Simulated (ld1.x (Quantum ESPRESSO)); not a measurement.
PBE PAW dataset for V (Z = 23), scalar-relativistic all-electron reference.

```
Element                 : vanadium
Generator               : ld1.x (Quantum ESPRESSO) 7.5
Type                    : PAW
Functional              : PBE
Relativity              : scalar-relativistic
Frozen core             : [Ar]
Valence charge          : 5
Reference configuration : 3d3 4s0 4p0 (charge +2)
Partial waves           : 4s (bound, empty): rcut 1.55, rcutus 1.90 bohr; 4s channel at 1.05 Ry: rcut 1.55, rcutus 1.90 bohr; 4p (bound, empty): rcut 2.40, rcutus 2.80 bohr; 4p channel at 4.15 Ry: rcut 2.40, rcutus 2.80 bohr; 3d (bound): rcut 1.30, rcutus 1.65 bohr; 3d channel at -1.05 Ry: rcut 1.30, rcutus 1.65 bohr
Local potential         : all-electron potential smoothed inside 1.25 bohr (lloc = -1)
Core correction         : a·sin(br)/r model core, default radius (ld1.x builds one for every PAW set, though the input has nlcc=.false.)
Augmentation charge     : PSQ, inside the norm-conserving radii
```

All-electron outer shells of the reference configuration (PBE, scalar-relativistic, ld1.x):

```
shell  level (eV)  outermost node (bohr)  outermost maximum (bohr)
   3p      -60.58                   0.35                      0.84
   3d      -21.32                      –                      0.88
   4s      -17.80                   1.16                      2.46
   4p      -12.96                   1.27                      2.90
```

Does the generator finish with these settings?

Yes, a potential is produced.

Is the overlap operator S = 1 + Σ q|β⟩⟨β| positive definite (Bessel basis up to 400 Ry)?

No: its lowest eigenvalue is -0.076, in the s channel, so the generalised eigenproblem breaks down once the basis is large enough.

Its largest configuration-test error is -520 meV (3d2 4s0 4p0). Test run stopped at test 6 of 7 (negative rho), 2 before it not solved. Not counted: 3d3 4s2 4p0 (solver errors, printed error -139 eV); 3d3 4s1 4p0 (solver errors, printed error -3.4 eV).

The ghost test of this file was not conclusive. Its overlap operator is not positive definite in a basis up to 400 Ry (lowest eigenvalue s -0.08), so the file is unfit for use: the generalised eigenproblem breaks down once the basis is large enough, and its test numbers describe a broken file.
